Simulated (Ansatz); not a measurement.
Geometry optimisation, RHF/def2-SVP in Ansatz 0.2.0.

The input (input.yaml):

```yaml
crystal:
  periodic: [false, false, false]
  atoms:
    - { symbol: "N", position_ang: [0.02186, 0.73526, 0.32822] }
    - { symbol: B, position_ang: [0.15715, -0.53587, -0.19015] }
    - { symbol: F, position_ang: [1.33241, -1.14069, -0.12373] }
    - { symbol: I, position_ang: [-1.47336, -1.54596, -1.09287] }
    - { symbol: H, position_ang: [0.79309, 1.21971, 0.75766] }
    - { symbol: H, position_ang: [-0.83114, 1.26754, 0.32087] }
basis:
  gaussian: { orbitals: def2-SVP }
hamiltonian:
  xc: hf
relax:
  f_tol: 0.02
  max_steps: 40
scf:
  lower_state_search: "off"
```

Run as:

```bash
$ ansatz run input.yaml --threads 1 --pin off --max-ram 2048MiB --backend cpu --events-out ev --progress --plain --runs-dir out
```

Where does it end, and by what steps?

It converged. After 5 steps the energy has fallen by 0.027 eV; I4 moved furthest, 0.03 Å.

```tsv
step	energy less start (eV)	largest force component (eV/Å)	accepted
0	0.0000	0.866	yes
1	-0.0221	0.249	yes
2	-0.0261	0.136	yes
3	-0.0267	0.039	yes
4	-0.0268	0.030	yes
5	-0.0269	0.015	yes
```

```xyz
6
Properties=species:S:1:pos:R:3
N 0.026 0.749 0.335
B 0.174 -0.524 -0.180
F 1.330 -1.147 -0.127
I -1.493 -1.563 -1.106
H 0.795 1.226 0.762
H -0.831 1.259 0.317
```

Whether the end is a true minimum wasn't checked by a vibrational analysis.

Run time: 9 s on 1 thread of Arm Neoverse V2, with other jobs on the host, peak memory 0.15 GiB.
